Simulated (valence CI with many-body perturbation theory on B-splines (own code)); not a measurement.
N I: magnetic and hyperfine properties of the levels

Calculated by valence CI with perturbative core correlation (CI+MBPT): five valence electrons over a frozen Dirac-Fock core [He], a basis of 9 s, 9 p, 8 d, 6 f, 3 g, 1 h functions for each j, with the one-electron correlation potential Σ1, the two-electron term Σ2, the three-electron term Σ3, Breit, model QED; selected CI, second order for the rest, scaled by the run's own slope (own B-spline code, finite nucleus).

Set against measurement, 40 paired levels are off by 83 cm⁻¹ on average, the worst by 191. These come from a selection out of the NIST Handbook of Basic Atomic Spectroscopic Data. Levels without a partner in it may be off by more. Among the levels kept, up to 2300 cm⁻¹ of a level comes from second order outside the variational space, and about a tenth of that is noise between levels of different J, which matters for small intervals.

A/g_I is the dipole constant over the nuclear g factor μ/I (μ in nuclear magnetons, uniformly magnetised nucleus), B/Q the quadrupole constant per barn. Both hold the static response of the core; the bare values leave it out. Large factors of s and p1/2 electrons are usually good to 5 to 10 %; those of open d and f shells near neutrality can be off by tens of per cent, and small factors of p3/2, d and f electrons come from cancelling terms and can be off by a factor of two or in sign, in half-filled shells by more. B is blank for J = 1/2, where it vanishes, and for nearly pure S terms. Energies count from the lowest level.

Names give the largest LS component (configuration and term), which can be under half, so a name can repeat, a term be missing and a line seem to break the LS rules; names also repeat where a configuration has a term twice.

| Level | E (cm⁻¹) | g | A/g_I (MHz) | A/g_I bare | B/Q (MHz/b) | B/Q bare |
| --- | --- | --- | --- | --- | --- | --- |
| 2s2.2p3 4S°_3/2 | 0.0 | 2.002 | 15.8 | 141 |  |  |
| 2s2.2p3 2D°_5/2 | 19366 | 1.200 | 280 | 304 | -26.4 | -27.1 |
| 2s2.2p3 2D°_3/2 | 19378 | 0.800 | 166 | 145 | -12.9 | -13.3 |
| 2s2.2p3 2P°_3/2 | 29028 | 1.334 | 151 | 197 | 10.8 | 11.0 |
| 2s2.2p3 2P°_1/2 | 29030 | 0.666 | 795 | 737 |  |  |
| 2s2.2p2.3s 4P_1/2 | 83186 | 2.670 | 219 | 358 |  |  |
| 2s2.2p2.3s 4P_3/2 | 83231 | 1.735 | 141 | 207 | 202 | 208 |
| 2s2.2p2.3s 4P_5/2 | 83277 | 1.601 | 300 | 350 | -250 | -256 |
| 2s2.2p2.3s 2P_1/2 | 86051 | 0.666 | 165 | 104 |  |  |
| 2s2.2p2.3s 2P_3/2 | 86140 | 1.334 | 251 | 323 | -333 | -342 |
| 2s.2p4 4P_1/2 | 88224 | 2.670 | 1770 | 1770 |  |  |
| 2s.2p4 4P_5/2 | 88229 | 1.601 | 790 | 791 | 129 | 133 |
| 2s.2p4 4P_3/2 | 88262 | 1.735 | 800 | 804 | -106 | -109 |
| 2s2.2p2.3p 2S°_1/2 | 93514 | 2.002 | -10.5 | 199 |  |  |
| 2s2.2p2.3p 4D°_1/2 | 94690 | -0.001 | 198 | 94.8 |  |  |
| 2s2.2p2.3p 4D°_3/2 | 94724 | 1.201 | 75.3 | 98.5 | 15.6 | 16.1 |
| 2s2.2p2.3p 4D°_5/2 | 94760 | 1.373 | 84.0 | 125 | -83.6 | -85.9 |
| 2s2.2p2.3p 4D°_7/2 | 94795 | 1.429 | 129 | 175 | -323 | -332 |
| 2s2.2p2.3p 4P°_1/2 | 95382 | 2.669 | -157 | 23.8 |  |  |
| 2s2.2p2.3p 4P°_3/2 | 95411 | 1.734 | 107 | 184 | -144 | -148 |
| 2s2.2p2.3p 4P°_5/2 | 95448 | 1.601 | 70.6 | 136 | 129 | 132 |
| 2s2.2p2.3p 4S°_3/2 | 96674 | 2.002 | 19.0 | 127 |  |  |
| 2s2.2p2.3p 2D°_3/2 | 96735 | 0.800 | 178 | 139 | -204 | -210 |
| 2s2.2p2.3p 2D°_5/2 | 96811 | 1.200 | 168 | 209 | -306 | -314 |
| 2s2.2p2.3p 2P°_1/2 | 97728 | 0.666 | 374 | 302 |  |  |
| 2s2.2p2.3p 2P°_3/2 | 97773 | 1.334 | 125 | 194 | 146 | 150 |
| 2s2.2p2.3s 2D_5/2 | 99712 | 1.200 | 334 | 329 | 634 | 651 |
| 2s2.2p2.3s 2D_3/2 | 99722 | 0.799 | 363 | 368 | 444 | 456 |
| 2s2.2p2.4s 4P_1/2 | 103507 | 2.667 | -97.7 | 64.2 |  |  |
| 2s2.2p2.4s 4P_3/2 | 103587 | 1.734 | -4.65 | 72.5 | 265 | 273 |
| 2s2.2p2.4s 4P_5/2 | 103666 | 1.601 | 187 | 249 | -334 | -343 |
| 2s2.2p2.4s 2P_1/2 | 104043 | 0.669 | 126 | 73.3 |  |  |
| 2s2.2p2.4s 2P_3/2 | 104157 | 1.335 | 245 | 319 | -316 | -325 |
| 2s2.2p2.3d 2P_3/2 | 104575 | 1.320 | -91.3 | -18.3 | -67.5 | -69.4 |
| 2s2.2p2.3d 2P_1/2 | 104581 | 0.665 | -246 | -305 |  |  |
| 2s2.2p2.3d 4F_3/2 | 104629 | 0.417 | 101 | 41.3 | -128 | -132 |
| 2s2.2p2.3d 4F_7/2 | 104632 | 1.239 | 60.6 | 81.4 | -150 | -154 |
| 2s2.2p2.3d 4F_5/2 | 104639 | 1.029 | 61.6 | 55.3 | -107 | -109 |
| 2s2.2p2.3d 4F_9/2 | 104681 | 1.334 | 97.2 | 132 | -338 | -348 |
| 2s2.2p2.3d 2F_5/2 | 104761 | 1.125 | 36.0 | 48.8 | -157 | -161 |

Question: Take the isotope of mass number 15, with I = 1/2, μ = -0.28306 μN. What is the hyperfine structure of 2s2.2p2.3s 4P_5/2?

Answer: From the table A = -170 MHz. Shifts from the centre of gravity in MHz: F = 2: 298, F = 3: -212.
